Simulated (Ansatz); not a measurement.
Zn₂Se₂⁻. The state is a doublet with charge -1. Geometry PBE-D4/def2-SVPD.

Cartesian coordinates in Å:
```
Zn 1.3329 -0.4810 1.0386
Zn -0.9885 -1.3643 0.5159
Se 1.0211 1.0093 -0.9439
Se -1.3655 0.8360 -0.6107
```

HSE06 is defined as in plane-wave codes, on full-range PBE exchange. At PBE-D4/def2-TZVPD the highest occupied level of the charge -1 doublet lies above zero (up to 0.22 eV). It is a level of α spin, whose loss leaves a singlet; that state wasn't run at this geometry and level. The electron is either unbound and held by the finite basis, or the level is raised by self-interaction error. Another isomer (doublet) lies 1.48 eV lower at PBE0-D4/def2-TZVPD; other spin states weren't run for this one.

Problem. Estimate the α-spin orbital energies around the gap (eV) in Ansatz with PBE-D4/def2-TZVPD, r2SCAN-D4/def2-TZVPD, PBE0-D4/def2-TZVPD, HSE06-D4/def2-TZVPD, CAM-B3LYP-D4/def2-TZVPD.

Solution. 
| orbital | PBE-D4/def2-TZVPD | r2SCAN-D4/def2-TZVPD | PBE0-D4/def2-TZVPD | HSE06-D4/def2-TZVPD | CAM-B3LYP-D4/def2-TZVPD |
| --- | --- | --- | --- | --- | --- |
| HOMO−9 | -6.77 | -7.13 | -9.62 | -9.21 | -11.12 |
| HOMO−8 | -6.72 | -7.08 | -9.56 | -9.15 | -11.06 |
| HOMO−7 | -6.68 | -7.04 | -9.48 | -9.07 | -10.97 |
| HOMO−6 | -4.52 | -4.76 | -5.71 | -5.29 | -7.12 |
| HOMO−5 | -3.64 | -3.89 | -4.56 | -4.19 | -5.58 |
| HOMO−4 | -2.62 | -2.87 | -3.72 | -3.33 | -4.99 |
| HOMO−3 | -1.87 | -2.09 | -2.83 | -2.45 | -3.99 |
| HOMO−2 | -1.36 | -1.58 | -2.24 | -1.85 | -3.38 |
| HOMO−1 | -0.45 | -0.61 | -1.38 | -1.00 | -2.50 |
| HOMO | 0.22 | -0.03 | -0.48 | -0.12 | -1.44 |
| LUMO | 1.56 | 1.73 | 2.20 | 1.87 | 2.88 |
| LUMO+1 | 1.79 | 1.89 | 2.22 | 1.91 | 2.91 |
| LUMO+2 | 2.10 | 2.29 | 2.70 | 2.37 | 3.39 |
| LUMO+3 | 2.60 | 3.09 | 2.99 | 2.71 | 3.48 |
| LUMO+4 | 2.74 | 3.40 | 3.04 | 2.80 | 3.50 |
| LUMO+5 | 2.85 | 3.60 | 3.19 | 2.93 | 3.67 |
| β HOMO | -0.39 | -0.55 | -1.32 | -0.94 | -2.45 |
| β LUMO | 0.74 | 1.00 | 1.39 | 1.05 | 2.00 |
